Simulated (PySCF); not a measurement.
A structure optimised at PBE-D3(BJ)/def2-TZVP, used in a PySCF frequency run:

```xyz
6

C      0.1733    -1.1715     0.0000
C     -0.4073     0.1317     0.0000
O      0.2646     1.1747     0.0000
H      1.2597    -1.2718     0.0000
H     -0.4499    -2.0673     0.0000
H     -1.5227     0.1803     0.0000
```
Charge 0, spin multiplicity 2.

### Question
Write its SMILES, formula and point group.

### Answer
[CH2]C=O, C2H3O, Cs

### Question
What are its rotational constants (standard atomic weights)?

### Answer
66.657, 11.348, 9.6975 GHz
